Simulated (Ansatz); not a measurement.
Species: SiH2SCl, charge 0, doublet. SiH2SCl (SMILES Cl[SiH]S, doublet).
B3LYP-D3(BJ)/def2-TZVP minimum from Ansatz (a first-principles code):
```xyz
5

Si    -0.1488     0.6993     0.4523
S      1.7176    -0.1429    -0.1960
Cl    -1.6224    -0.5227    -0.3324
H     -0.2654     0.6456     1.9388
H      2.4472     0.7354     0.5171
```
Charge 0, spin multiplicity 2.

Total energies in hartree (Ansatz). Open shells are spin-unrestricted; no spin-orbit coupling. Cores are frozen in correlated methods. No relativity. Where a partner has so few electrons that a lower coupled-cluster level is exact, that level stands in.

```tsv
species	HF/cc-pV(T+d)Z	CCSD(T)/cc-pV(T+d)Z	HF/cc-pV(Q+d)Z	CCSD(T)/cc-pV(Q+d)Z	CCSD(T)/cc-pV(D+d)Z	CCSDT(Q)/cc-pV(D+d)Z
1: SiH2SCl (SMILES S[SiH]Cl, doublet)	-1147.22880	-1147.76171	-1147.23926	-1147.81523	-1147.58762	-1147.58975
2: Si (triplet)	-288.85649	-288.93344	-288.85845	-288.93781	-288.91643	-288.91690
3: S (triplet)	-397.50938	-397.65444	-397.51264	-397.66785	-397.60412	-397.60456
4: Cl (doublet)	-459.48556	-459.67356	-459.48916	-459.69449	-459.60403	-459.60445
5: H (doublet)	-0.49981	-0.49981	-0.49995	-0.49995	-0.49928	-0.49928
```

Problem. Work out the atomisation energy (electronic, to ground-state atoms) in kcal/mol: take Hartree-Fock from cc-pV(Q+d)Z, extrapolate the CCSD(T) correlation energy as X^-3 (X = 3, 4), and add CCSDT(Q) - CCSD(T) in cc-pV(D+d)Z. 1 hartree = 627.51 kcal/mol.

Solution. 
Species 1: correlation (64·(-0.57597) - 27·(-0.53291))/37 = -0.60739; step -0.00213; E1 = -1147.23926 + (-0.60739) + (-0.00213) = -1147.84878
Species 2: correlation (64·(-0.07936) - 27·(-0.07695))/37 = -0.08112; step -0.00047; E2 = -288.85845 + (-0.08112) + (-0.00047) = -288.94004
Species 3: correlation (64·(-0.15521) - 27·(-0.14506))/37 = -0.16262; step -0.00044; E3 = -397.51264 + (-0.16262) + (-0.00044) = -397.67570
Species 4: correlation (64·(-0.20533) - 27·(-0.18800))/37 = -0.21798; step -0.00042; E4 = -459.48916 + (-0.21798) + (-0.00042) = -459.70756
Species 5: correlation (64·(0.00000) - 27·(0.00000))/37 = 0.00000; step +0.00000; E5 = -0.49995 + (0.00000) + (+0.00000) = -0.49995
-1·E1 +1·E2 +1·E3 +1·E4 +2·E5 = 0.52558 hartree = 329.8 kcal/mol.
